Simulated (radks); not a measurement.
Isoelectronic series with 3 electrons, all held in the configuration [He] 2s1, which need not be the ground one along the series. All-electron calculation, scalar-relativistic Kohn-Sham, r2SCAN, spin-polarised, spherical densities, finite nucleus; open shells are filled with parallel spins first (spin-orbit coupling, left out, can overturn this in heavy ions); meta-GGA in the generalised Kohn-Sham scheme; Fermi nuclear charge, rms radius of each element as measured or else 0.836 A^(1/3) + 0.57 fm. Program: a radial shooting solver on a logarithmic mesh with Libxc functionals. Total energies (hartree) and orbital eigenvalues (eV):

ion    E (hartree)      2s up    1s down      1s up
Li        -7.48070    -3.2653   -53.1224   -53.2871
O5+      -64.27727  -128.8871  -659.5811  -661.0034
Al10+   -177.62261  -425.7973  -1949.983  -1952.724
Ar15+   -347.98885  -895.2586  -3929.205  -3933.291
V20+    -576.10061  -1539.761  -6605.496  -6610.955
Ni25+   -862.94471  -2362.771  -9990.194  -9997.064
As30+  -1209.79040  -3368.798  -14097.94  -14106.27
Sr35+  -1618.22126  -4563.502  -18947.05  -18956.89
Tc40+  -2090.16612  -5953.828  -24559.84  -24571.26
